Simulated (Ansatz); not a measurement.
Frontier orbitals of H$_{3}$NOSiZn.

Z-matrix (Å, degrees):
```
N
Si 1 1.669
H 1 1.007 2 123.5
H 1 1.009 2 122.3 3 180.0
O 2 1.522 1 126.0 3 -180.0
H 2 1.478 1 108.5 3 -0.0
Zn 5 2.547 2 118.3 1 0.1
```

The species carries charge 0 and has multiplicity 1. For Zn the d shell is correlated and the shells below it are frozen. Scalar relativity is left out up to krypton. The bonds changed during the relaxation, so this is another structure than the one it started from. The geometry is a stationary point of PBE0-D4/def2-TZVP. It is one conformer, not always the lowest. Basis def2-TZVPP, the Gaussian-basis code of Ansatz.

Orbital energies of one run (eV). Highest occupied ones, from the top: -5.04, -8.12, -8.30, -9.40, -9.68, -11.06, -11.07, -11.07, -11.10, -11.10, -11.58, -14.54, -14.85, -24.44. Empty: -1.34, -0.63, -0.19, -0.01, 0.96, 1.36.

Q: Which functional gave them?
A. BHLYP
B. r2SCANh
C. B97M-V
D. ωB97X-V

A: B. HOMO energies: r2SCANh -5.04, BHLYP -5.93, ωB97X-V -7.29, B97M-V -4.56 eV.
